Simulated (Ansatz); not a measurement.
The cluster Ge2Te3 (the lowest singlet isomer of a short search), 5 atoms. Hardware: 4 threads of Arm Neoverse V1 on a shared host.

In the def2 sets Te takes a core potential; there is no spin–orbit coupling. Correlated methods freeze 30 core orbitals; core or outer-core shells of Ge, Te are correlated, in sets that lack core-valence functions.

How many basis functions does each of these Ansatz runs have, and roughly what does it cost? CCSD(T)/def2-SVP, charge 0 singlet, energy, from earlier orbitals; PBE0-D4/def2-SVP, charge 0 singlet, energy, from earlier orbitals; B3LYP-D4/def2-SVP, charge 0 singlet, relaxation, 5 steps; revPBE-D4/def2-TZVP, charge 0 singlet, energy, from earlier orbitals; r2SCAN-D4/def2-TZVP, charge 0 singlet, energy, from earlier orbitals; PBE0-D4/def2-TZVP, charge 0 singlet, energy, from earlier orbitals; HF/STO-3G, charge 0 singlet, energy; PBE-D4/def2-SVP, charge 0 singlet, energy, from earlier orbitals; PBE-D4/def2-TZVP, charge 0 singlet, energy and forces, from earlier orbitals; MP2/def2-TZVP, charge 0 singlet, energy, from earlier orbitals; BHLYP-D4/def2-TZVP, charge 0 singlet, energy, from earlier orbitals; CAM-B3LYP-D4/def2-TZVP, charge 0 singlet, energy, from earlier orbitals.

Other jobs shared the machine, so times can vary by a factor of up to 3. A dash marks memory too small to be measured apart from the calling script's.

```csv
run,functions,fitting or Cholesky vectors,wall time,peak host memory (GiB)
"PBE-D4/def2-SVP, charge 0 singlet, energy, from earlier orbitals",142,1662,2 s,–
"HF/STO-3G, charge 0 singlet, energy",117,1215,2.5 s,–
"revPBE-D4/def2-TZVP, charge 0 singlet, energy, from earlier orbitals",246,1874,4.2 s,–
"PBE0-D4/def2-SVP, charge 0 singlet, energy, from earlier orbitals",142,1629,4.3 s,–
"PBE-D4/def2-TZVP, charge 0 singlet, energy and forces, from earlier orbitals",246,1874,4.9 s,–
"r2SCAN-D4/def2-TZVP, charge 0 singlet, energy, from earlier orbitals",246,1874,9.5 s,–
"MP2/def2-TZVP, charge 0 singlet, energy, from earlier orbitals",246,2086,13 s,0.96
"PBE0-D4/def2-TZVP, charge 0 singlet, energy, from earlier orbitals",246,2116,13 s,1.4
"CAM-B3LYP-D4/def2-TZVP, charge 0 singlet, energy, from earlier orbitals",246,2026,13 s,1.2
"BHLYP-D4/def2-TZVP, charge 0 singlet, energy, from earlier orbitals",246,2435,16 s,1.5
"B3LYP-D4/def2-SVP, charge 0 singlet, relaxation, 5 steps",142,1797,21 s,–
"CCSD(T)/def2-SVP, charge 0 singlet, energy, from earlier orbitals",142,1629,60 s,1.2
```
